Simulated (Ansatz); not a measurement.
H4SSi2, SMILES `[SiH3][Si]S` (excited triplet; Si–Si–S–H torsion 94°) (charge 0, multiplicity 3). This triplet is an excited state, 1.17 eV above the relaxed singlet at the level frozen-core CCSD(T)/cc-pVTZ // PBE0-D3(BJ)/def2-TZVP (Ansatz, a quantum-chemistry and plane-wave program).

Cartesian coordinates (Å):
```xyz
7

Si    -1.1319    -0.3529     0.3444
Si     0.3375     1.1424    -0.6873
S      2.2593     0.4035    -1.2256
H     -2.4183     0.3674     0.5290
H     -0.6120    -0.7858     1.6700
H     -1.3472    -1.5535    -0.5070
H      2.9127     0.7790    -0.1097
```
Charge 0, spin multiplicity 3.

Frozen-core energies in 6-31g from Ansatz at a geometry from PBE0-D3(BJ)/def2-TZVP; the HF reference has <S^2> = 2.01 and the T1 diagnostic is 0.017.

```tsv
level	energy (Ha)	difference from CCSDT(Q) (mHa)
HF	-977.52215	177.43
MP2	-977.65702	42.57
CCSD	-977.69522	4.37
CCSD(T)	-977.69853	1.06
CCSDT	-977.69942	0.17
CCSDT(Q)	-977.69959	0.00
```
